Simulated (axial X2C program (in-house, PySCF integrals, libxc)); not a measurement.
Outer orbitals of ZrC at 1.777 Å, M06

Computed with an in-house relativistic program for diatomic molecules. Spin-free means the one-electron spin-free X2C Hamiltonian; two-component (2c) means X2C with spin–orbit coupling and atomic mean-field two-electron Coulomb and Gaunt terms, so the difference of the two also holds small scalar two-electron terms. Basis: Zr dyall-cv3z [11s12p9d6f3g], C dyall-v3z [7s6p2d1f] (cores contracted in-house); Gaussian nuclei, density fitting, unrestricted open shells. Masses: Zr 89.905 u, C 12.000 u.

The distance is close to the 2c PBE0 minimum; the highest filled and lowest empty levels are listed.

Spin-free orbitals, state M_S = 1, Λ = 0 (beyond evenly filled blocks: 2 × σα) (Löwdin shares):

```
symmetry  occupied  ε (eV)             atomic character
      σα       yes  -34.41     91% Zr p, 4% C p, 2% C s
     π-α       yes  -34.21                     98% Zr p
     π+α       yes  -34.21                     98% Zr p
     π-β       yes  -34.03                     98% Zr p
     π+β       yes  -34.03                     98% Zr p
      σβ       yes  -33.85     91% Zr p, 4% C p, 2% C s
      σα       yes  -13.75  57% C s, 20% Zr d, 10% Zr p
      σβ       yes  -12.20  54% C s, 21% Zr d, 10% Zr s
      σα       yes   -6.36   47% C p, 39% Zr d, 6% Zr p
     π-α       yes   -6.32   50% C p, 43% Zr d, 2% Zr p
     π+α       yes   -6.32   50% C p, 43% Zr d, 2% Zr p
     π-β       yes   -5.84            52% Zr d, 43% C p
     π+β       yes   -5.84            52% Zr d, 43% C p
      σα       yes   -4.72  68% Zr s, 12% Zr p, 10% C p
      σβ        no   -2.66  48% Zr d, 22% Zr s, 18% C p
      σβ        no   -2.47  48% Zr s, 29% Zr p, 19% C p
     δ+α        no   -1.99                     99% Zr d
     δ-α        no   -1.99                     99% Zr d
```

Spinors with spin–orbit coupling (state Ω = 1):

| ω | occupied | ε (eV) | atomic character | λ mixture |
| --- | --- | --- | --- | --- |
| 1/2 | yes | -35.27 | 95% Zr p | 56% π, 44% σ |
| -1/2 | yes | -35.21 | 97% Zr p | 75% π, 25% σ |
| 1/2 | yes | -33.69 | 94% Zr p, 3% C p | 56% σ, 44% π |
| 3/2 | yes | -33.62 | 98% Zr p | 100% π |
| -3/2 | yes | -33.44 | 98% Zr p | 100% π |
| -1/2 | yes | -33.37 | 93% Zr p, 3% C p | 75% σ, 25% π |
| 1/2 | yes | -13.75 | 57% C s, 20% Zr d, 10% Zr p | 100% σ |
| -1/2 | yes | -12.21 | 54% C s, 21% Zr d, 10% Zr s | 100% σ |
| 1/2 | yes | -6.36 | 47% C p, 39% Zr d, 6% Zr p | 100% σ |
| -1/2 | yes | -6.34 | 50% C p, 43% Zr d, 2% Zr p | 100% π |
| 3/2 | yes | -6.32 | 50% C p, 43% Zr d, 2% Zr p | 100% π |
| 1/2 | yes | -5.86 | 52% Zr d, 43% C p | 100% π |
| -3/2 | yes | -5.83 | 52% Zr d, 43% C p | 100% π |
| 1/2 | yes | -4.72 | 68% Zr s, 12% Zr p, 10% C p | 100% σ |
| -1/2 | no | -2.67 | 48% Zr d, 22% Zr s, 18% C p | 100% σ |
| -1/2 | no | -2.47 | 48% Zr s, 29% Zr p, 19% C p | 100% σ |
| -3/2 | no | -2.02 | 99% Zr d | 100% δ |
| 5/2 | no | -1.95 | 99% Zr d | 100% δ |

Mulliken charges and populations of the two-component result (they depend on the basis, above all on diffuse functions):

Zr 0.59 e (s 8.83 p 18.04 d 12.53 f 0.02), C -0.59 e (s 3.74 p 2.79 d 0.05 f 0.01). ⟨Lz⟩ = 0.00 ħ and ⟨Sz⟩ = 1.00 ħ (0.54 and 0.46 on the two atoms), which add up to Ω.

The state is a single determinant with fixed occupations, the lowest that a limited PBE0 search found. Density functionals use the spin component along the axis (collinear). Other states lie close and PBE0, whose exact exchange favours high spin, may order them wrongly; the determinant shown need not be the ground state. The nearest other spin-free determinant of the search, M_S = 0, Λ = 0, lies 0.37 eV up at the distance of the search. With several unpaired electrons one determinant need not be a pure state. Open-shell Ω = 0 determinants with evenly filled partner blocks cannot be reached by this program, so the Ω shown need not be the lowest component. The determinant is spin-polarised beyond a pure state at some levels (its spin-free form has ⟨S²⟩ too high), which makes Re and μ there less reliable.
